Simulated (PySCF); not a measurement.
## `C=C[P-][SiH3]`: 4 charge schemes on one density

C₂H₆PSi (charge -1).
Cartesian coordinates in Å at the GFN2-xTB level; atoms count from 1:
```xyz
10
C2H6PSi angstrom
C      1.5953   -0.4478    0.0738
C      1.2379    0.7353   -0.4390
P     -0.3492    1.4825   -0.6498
Si    -1.6866   -0.0204    0.1451
H      2.6357   -0.7458    0.1194
H      0.8766   -1.1507    0.4608
H      2.0274    1.3897   -0.8070
H     -1.7043   -1.3496   -0.5081
H     -1.5613   -0.3706    1.5785
H     -3.0627    0.4822    0.0037
```

Density: PBE0/pcSseg-1 (PySCF); schemes: Mulliken, IAO, Hirshfeld and ESP-fitted. Geometry: GFN2-xTB, one conformer, isolated ion. The pcSseg-1 basis has no diffuse functions, a weakness for an anion. The HOMO energy is positive at this level (+0.10 eV), so the outermost electrons may be held by the finite basis alone.

Task: Atoms with like bonding are taken together and averaged. Which atoms carry the highest charge in the Mulliken, IAO, Hirshfeld and ESP-fitted schemes?

Result: All schemes agree: Mulliken Si4 (+0.239); IAO Si4 (+0.338); Hirshfeld Si4 (+0.109); ESP-fitted Si4 (+0.449).

Task: Do the Mulliken, IAO, Hirshfeld and ESP-fitted schemes agree on where the charge is lowest?

Result: The schemes don't all agree: Mulliken C2 (-0.388); IAO C1 (-0.446); Hirshfeld P3 (-0.384); ESP-fitted P3 (-0.785).

Task: Give the atomic charges in each scheme.

Result: In e; atoms taken as equivalent share a row and are averaged (×n: the atom named and its like, n in all):

| atom | environment | Mulliken | IAO | Hirshfeld | ESP-fitted |
| --- | --- | --- | --- | --- | --- |
| C1 | terminal =CH2 carbon | -0.272 | -0.446 | -0.208 | -0.702 |
| C2 | alkene CH carbon | -0.388 | -0.318 | -0.142 | +0.093 |
| P3 | phosphorus bonded to C and Si | -0.348 | -0.417 | -0.384 | -0.785 |
| Si4 | SiH3 silicon | +0.239 | +0.338 | +0.109 | +0.449 |
| H5 | vinylic hydrogen | +0.047 | +0.103 | -0.006 | +0.129 |
| H6 | vinylic hydrogen | +0.093 | +0.116 | +0.006 | +0.243 |
| H7 | vinylic hydrogen | +0.081 | +0.123 | +0.009 | +0.120 |
| H8/H9/H10 | Si–H hydrogen | -0.150 | -0.166 | -0.128 | -0.182 |

Mean size of the charges over all atoms: ESP-fitted 0.307 e, IAO 0.236 e, Mulliken 0.192 e, Hirshfeld 0.125 e. Each set sums to the total charge, -1, to within 0.001 e. The Mulliken scheme counts on each atom the diagonal of the density matrix times the overlap matrix over that atom's basis functions. The IAO scheme projects the occupied orbitals on a minimal set of polarised atomic orbitals and counts the electrons in each atom's part of it.

Some averages cover members that differ in this geometry: H8/H9/H10, ESP-fitted -0.200 to -0.149; H8/H9/H10, IAO -0.176 to -0.147 e.

Task: How closely do the schemes follow one another over all atoms?

Result: Correlation coefficient and root-mean-square difference: Mulliken with IAO 0.97, 0.075 e; IAO with Hirshfeld 0.93, 0.135 e; Hirshfeld with ESP-fitted 0.92, 0.260 e; Mulliken with Hirshfeld 0.89, 0.100 e; IAO with ESP-fitted 0.87, 0.200 e; Mulliken with ESP-fitted 0.75, 0.262 e.

Task: Sum the charges by element, for elements with more than one atom.

Result: 
```csv
element,atoms,Mulliken,IAO,Hirshfeld,ESP-fitted
C,2,-0.660,-0.764,-0.350,-0.610
H,6,-0.230,-0.157,-0.374,-0.054
```
